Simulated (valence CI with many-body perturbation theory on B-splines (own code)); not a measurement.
# E1 line list for Ba⁵¹⁺

Computed by configuration interaction combined with many-body perturbation theory (CI+MBPT): three valence electrons over a frozen Dirac-Fock core [He], a basis of 11 s, 11 p, 9 d, 7 f, 5 g, 2 h, 1 i functions for each j, with the one-electron correlation potential Σ1 (screened to all orders), the two-electron term Σ2, the three-electron term Σ3, Breit, model QED; selected single and double excitations, second order for the rest (own B-spline code, finite nucleus).

The last digits are not significant, and no measured levels were compared; by estimate large intervals hold to a few tenths of a per cent, small ones and those within an open d or f shell to about a per cent.

Lines 151 to 200 of 283 in falling wavelength, among levels below 53564 × 10³ cm⁻¹, chosen from the strongest by gf and those to the six lowest levels. Wavelengths and rates use the calculated energies. Electric multipoles are in the length gauge, E1 and E2 with the static RPA response of the core. Weak lines are less certain than strong ones. Lines between different terms over intervals too small for the method are left out, as are lines whose strength nearly cancels. The highest levels of a list are the least certain.

Levels are named by their leading jj configuration (3d3/2^4 stands for four electrons in 3d with j = 3/2), which in mixed levels can hold well under half, so a name can repeat and another be missing. Letters in brackets count levels of one name in rising energy.

| λ vac (nm) | Upper | Lower | A (s⁻¹) | log gf | Branch % |
| --- | --- | --- | --- | --- | --- |
| 0.2283 | (2s^2 3d3/2) J=3/2 | (2s^2 2p3/2) J=3/2 | 8.88e+13 | -0.56 | 18.6 |
| 0.2282 | (2p1/2 2p3/2 3d5/2) J=5/2 [b] | (2p1/2 2p3/2^2) J=3/2 | 4.73e+14 | 0.35 | 64.1 |
| 0.2280 | (2s 2p1/2 3d3/2) J=5/2 | (2s 2p1/2 2p3/2) J=3/2 [a] | 2.45e+13 | -0.94 | 22.4 |
| 0.2279 | (2s 2p3/2 3d5/2) J=5/2 [b] | (2s 2p3/2^2) J=3/2 | 7.09e+14 | 0.52 | 98.1 |
| 0.2278 | (2s 2p3/2 3d5/2) J=3/2 [b] | (2s 2p3/2^2) J=3/2 | 1.64e+14 | -0.29 | 32.6 |
| 0.2278 | (2s 2p3/2 3d5/2) J=3/2 [b] | (2s 2p3/2^2) J=1/2 | 3.31e+14 | 0.01 | 65.9 |
| 0.2278 | (2s 2p1/2 3d3/2) J=1/2 | (2s 2p1/2 2p3/2) J=3/2 [a] | 9.53e+12 | -1.83 | 1.1 |
| 0.2276 | (2s 2p1/2 3d5/2) J=7/2 | (2s 2p1/2 2p3/2) J=5/2 | 4.70e+14 | 0.47 | 100.0 |
| 0.2276 | (2s 2p3/2 3d5/2) J=5/2 [a] | (2s 2p3/2^2) J=5/2 | 3.65e+14 | 0.23 | 87.6 |
| 0.2275 | (2s 2p3/2 3d5/2) J=3/2 [a] | (2s 2p3/2^2) J=5/2 | 7.05e+13 | -0.66 | 20.6 |
| 0.2274 | (2s 2p1/2 3d3/2) J=3/2 [b] | (2s 2p1/2 2p3/2) J=3/2 [a] | 5.96e+13 | -0.73 | 9.3 |
| 0.2272 | (2s 2p3/2 3d5/2) J=7/2 [a] | (2s 2p3/2^2) J=5/2 | 6.94e+14 | 0.63 | 96.5 |
| 0.2272 | (2s 2p1/2 3d5/2) J=5/2 [b] | (2s 2p1/2 2p3/2) J=5/2 | 4.88e+13 | -0.65 | 10.4 |
| 0.2272 | (2s 2p1/2 3d5/2) J=3/2 | (2s 2p1/2 2p3/2) J=5/2 | 2.08e+12 | -2.19 | 0.4 |
| 0.2271 | (2s 2p1/2 3d5/2) J=5/2 [a] | (2s 2p1/2 2p3/2) J=3/2 [a] | 4.31e+14 | 0.30 | 86.7 |
| 0.2269 | (2s^2 3d5/2) J=5/2 | (2s^2 2p3/2) J=3/2 | 5.04e+14 | 0.37 | 100.0 |
| 0.2265 | (2p1/2^2 3p1/2) J=1/2 | (2s 2p1/2 2p3/2) J=3/2 [a] | 4.06e+12 | -2.20 | 7.7 |
| 0.2262 | (2s 2p3/2 3d3/2) J=5/2 [b] | (2s 2p3/2^2) J=5/2 | 2.77e+13 | -0.89 | 6.4 |
| 0.2258 | (2s 2p1/2 3d5/2) J=5/2 [b] | (2s 2p1/2 2p3/2) J=3/2 [a] | 4.07e+13 | -0.73 | 8.7 |
| 0.2258 | (2s 2p1/2 3d5/2) J=3/2 | (2s 2p1/2 2p3/2) J=3/2 [a] | 1.53e+13 | -1.33 | 3.2 |
| 0.2252 | (2s 2p3/2 3d5/2) J=7/2 [b] | (2s 2p3/2^2) J=5/2 | 1.72e+14 | 0.02 | 95.1 |
| 0.2249 | (2p1/2^2 3p3/2) J=3/2 | (2s 2p1/2 2p3/2) J=1/2 | 1.07e+13 | -1.49 | 7.5 |
| 0.2244 | (2s 2p1/2 3p3/2) J=5/2 | (2s^2 2p3/2) J=3/2 | 8.99e+12 | -1.39 | 88.8 |
| 0.2233 | (2s 2p3/2 3s) J=3/2 [a] | (2s 2p1/2 2p3/2) J=1/2 | 1.88e+12 | -2.25 | 2.1 |
| 0.2228 | (2s 2p1/2 3s) J=1/2 [a] | (2s 2p1/2^2) J=1/2 | 1.10e+13 | -1.79 | 15.4 |
| 0.2220 | (2s 2p1/2 3s) J=3/2 | (2s 2p1/2^2) J=1/2 | 1.95e+13 | -1.24 | 25.6 |
| 0.2220 | (2s 2p3/2 3s) J=5/2 | (2s 2p1/2 2p3/2) J=5/2 | 1.46e+13 | -1.19 | 27.5 |
| 0.2212 | (2s 2p3/2 3s) J=3/2 [a] | (2s 2p1/2 2p3/2) J=5/2 | 1.05e+13 | -1.51 | 11.7 |
| 0.2212 | (2s 2p3/2 3s) J=1/2 | (2s 2p1/2 2p3/2) J=1/2 | 4.07e+12 | -2.22 | 3.9 |
| 0.2211 | (2s 2p1/2 3s) J=1/2 [b] | (2s 2p1/2^2) J=1/2 | 2.74e+12 | -2.40 | 4.9 |
| 0.2210 | (2s 2p3/2 3s) J=3/2 [b] | (2s 2p1/2 2p3/2) J=1/2 | 4.92e+12 | -1.84 | 9.7 |
| 0.2207 | (2s 2p3/2 3s) J=5/2 | (2s 2p1/2 2p3/2) J=3/2 [a] | 7.97e+12 | -1.46 | 15.0 |
| 0.2205 | (2s^2 3s) J=1/2 | (2s^2 2p1/2) J=1/2 | 2.10e+13 | -1.51 | 26.5 |
| 0.2200 | (2s^2 3p3/2) J=3/2 | (2s 2p1/2^2) J=1/2 | 6.00e+12 | -1.76 | 58.5 |
| 0.2199 | (2s 2p3/2 3s) J=3/2 [a] | (2s 2p1/2 2p3/2) J=3/2 [a] | 3.43e+12 | -2.00 | 3.8 |
| 0.2190 | (2s 2p3/2 3s) J=3/2 [b] | (2s 2p1/2 2p3/2) J=5/2 | 5.09e+11 | -2.83 | 1.0 |
| 0.2177 | (2s 2p3/2 3s) J=3/2 [b] | (2s 2p1/2 2p3/2) J=3/2 [a] | 4.95e+11 | -2.85 | 1.0 |
| 0.2154 | (2p1/2 2p3/2 3d3/2) J=3/2 [a] | (2p1/2^2 2p3/2) J=3/2 | 7.87e+13 | -0.66 | 52.6 |
| 0.2154 | (2p1/2 2p3/2 3d3/2) J=5/2 [a] | (2p1/2^2 2p3/2) J=3/2 | 3.06e+13 | -0.89 | 55.0 |
| 0.2153 | (2s 2p3/2 3d3/2) J=1/2 [a] | (2s 2p1/2 2p3/2) J=1/2 | 1.52e+13 | -1.67 | 2.4 |
| 0.2152 | (2s 2p3/2 3d3/2) J=3/2 [a] | (2s 2p1/2 2p3/2) J=1/2 | 3.74e+13 | -0.98 | 5.4 |
| 0.2145 | (2p1/2 2p3/2 3p1/2) J=1/2 | (2s 2p1/2 2p3/2) J=1/2 | 1.49e+13 | -1.69 | 20.5 |
| 0.2145 | (2p1/2 2p3/2 3p1/2) J=3/2 [a] | (2s 2p1/2 2p3/2) J=1/2 | 5.48e+13 | -0.82 | 55.9 |
| 0.2145 | (2p1/2 2p3/2 3d3/2) J=5/2 [b] | (2p1/2^2 2p3/2) J=3/2 | 5.23e+14 | 0.33 | 97.0 |
| 0.2144 | (2s 2p1/2 3d3/2) J=3/2 [a] | (2s 2p1/2^2) J=1/2 | 5.07e+13 | -0.85 | 39.9 |
| 0.2143 | (2p1/2 2p3/2 3d3/2) J=3/2 [b] | (2p1/2^2 2p3/2) J=3/2 | 4.53e+14 | 0.10 | 86.2 |
| 0.2142 | (2p1/2 2p3/2 3p1/2) J=5/2 | (2s 2p1/2 2p3/2) J=3/2 [b] | 1.64e+14 | -0.17 | 83.7 |
| 0.2142 | (2s 2p1/2 3p1/2) J=1/2 [a] | (2s^2 2p1/2) J=1/2 | 5.61e+13 | -1.11 | 98.2 |
| 0.2140 | (2p1/2 2p3/2 3d3/2) J=1/2 [b] | (2p1/2^2 2p3/2) J=3/2 | 5.85e+14 | -0.10 | 89.2 |
| 0.2136 | (2p1/2 2p3/2 3d5/2) J=3/2 [a] | (2p1/2^2 2p3/2) J=3/2 | 6.18e+13 | -0.77 | 13.4 |
